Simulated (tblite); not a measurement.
C₅H₁₂BrPSi.
Atom-mapped SMILES: `[PH2:1][Si@H:2]([Br:3])[CH:4]1[CH2:5][CH2:6][CH2:7][CH2:8]1` (hydrogens: H9, H10 on P1; H11 on Si2; H12 on C4; H13, H14 on C5; H15, H16 on C6; H17, H18 on C7; H19, H20 on C8)

Computed with GFN2-xTB (tblite), gas phase: L-BFGS steps from a force-field or distance-geometry start until the largest atomic force falls under 0.01 eV/Å.

Step 0: E = -684.8760 eV
```
atom  x, y, z in Å  |  force x, y, z in eV/Å
P1      3.1572   -0.2403   -0.0962    1.491  -0.913   1.017
Si2     1.5696    1.2579   -0.2929    1.016   1.061  -0.503
Br3     1.4360    2.3531    1.6779    0.274  -0.184  -0.400
C4     -0.0955    0.5976   -0.7306   -1.114   0.122   0.122
C5     -0.0864   -0.9130   -0.7343    1.122  -0.405  -0.789
C6     -1.3049   -1.4059   -0.0056   -0.183  -1.075  -0.257
C7     -2.1762   -0.1867    0.1191   -0.726  -0.231   0.932
C8     -1.1543    0.9191    0.3132   -0.915   0.533  -0.064
H9      4.3546    0.1155   -0.8448   -1.511  -0.493   0.145
H10     2.7802   -1.5857   -0.4377    0.437   1.305  -0.503
H11     1.9530    2.2487   -1.2993    0.063   0.229   0.149
H12    -0.4483    0.9530   -1.7015    0.097   0.149   0.026
H13     0.7793   -1.2296   -0.1514    0.174  -0.467  -0.371
H14    -0.0172   -1.2567   -1.7875    0.117  -0.179   0.674
H15    -0.9876   -1.7982    0.9798   -0.493   0.059  -0.457
H16    -1.7716   -2.1868   -0.6198   -0.092  -0.093   0.567
H17    -2.7600   -0.0525   -0.7987   -0.004   0.114   0.310
H18    -2.8289   -0.3038    1.0094    0.012   0.312  -0.680
H19    -1.6467    1.8873    0.1190    0.490  -0.124   0.454
H20    -0.7575    0.8376    1.3369   -0.254   0.280  -0.373
```

Problem. Estimate the geometry and energy of step 1. (The exact step hangs on the optimiser's Hessian estimate; all steps are aligned on step 0, rigid shifts and turns removed.)

Solution. E = -685.1114 eV, largest force 1.578 eV/Å
```
atom  x, y, z in Å  |  force x, y, z in eV/Å
P1      3.1785   -0.2533   -0.0816    0.970  -0.418   1.172
Si2     1.5842    1.2731   -0.3001    0.526   0.295  -0.325
Br3     1.4400    2.3504    1.6722    0.277  -0.136  -0.345
C4     -0.1114    0.5993   -0.7289   -0.218   0.107   0.203
C5     -0.0704   -0.9188   -0.7456    0.147  -0.095   0.022
C6     -1.3075   -1.4213   -0.0092    0.134  -0.077  -0.207
C7     -2.1866   -0.1900    0.1324   -0.064  -0.265   0.029
C8     -1.1674    0.9268    0.3123   -0.552  -0.169   0.096
H9      4.3330    0.1085   -0.8428   -1.205  -0.449  -0.027
H10     2.7864   -1.5671   -0.4449    0.388   1.046  -0.574
H11     1.9539    2.2519   -1.2972    0.166   0.431  -0.080
H12    -0.4470    0.9551   -1.7011    0.003   0.162  -0.076
H13     0.7818   -1.2362   -0.1567    0.331  -0.450  -0.271
H14    -0.0155   -1.2592   -1.7778    0.188  -0.310   0.111
H15    -0.9946   -1.7973    0.9733   -0.364  -0.082  -0.255
H16    -1.7730   -2.1881   -0.6117   -0.279  -0.410   0.259
H17    -2.7600   -0.0508   -0.7943   -0.030   0.069   0.367
H18    -2.8288   -0.2994    0.9997   -0.358   0.180  -0.101
H19    -1.6397    1.8855    0.1254    0.186   0.282   0.324
H20    -0.7611    0.8416    1.3316   -0.245   0.290  -0.321
```

The energy changes by -0.2353 eV. The first-order estimate −F·Δx gives -0.3117 eV and the mean of the old and new forces, exact on a quadratic surface, -0.2351 eV. The step makes an angle of 0° with the force vector and moves no atom by more than 0.029 Å.

The cost below is that of the whole relaxation. The run took 1.2 s wall on one thread, Intel Xeon at 2.70 GHz (x86_64), shared host with 64 logical CPUs at a one-minute load of 59.
